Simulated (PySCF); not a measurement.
Radial density of V⁺ (vanadium, charge +1)

PBE, [Ar] 3d4, high-spin 5D determinant. Calculation: PySCF 2.14, in pcseg-2; the non-relativistic Hamiltonian (point nucleus).

```
r (bohr)  4πr²ρ (e/bohr)  4πr²(ρα − ρβ)
 0.00130          0.1642         0.0000
 0.00219          0.4461         0.0000
 0.00369           1.178         0.0000
 0.00620           2.970        -0.0001
  0.0104           6.917        -0.0002
  0.0175           14.13        -0.0004
  0.0295           23.23        -0.0006
  0.0496           27.19        -0.0002
  0.0835           22.00         0.0025
   0.140           23.42         0.0256
   0.236           29.13         0.1972
   0.397           13.75         0.9096
   0.668           10.63         2.1552
    1.12           9.183         2.3114
    1.89           2.127         1.1980
    3.18          0.2983         0.2825
    5.35         0.01738         0.0174
```
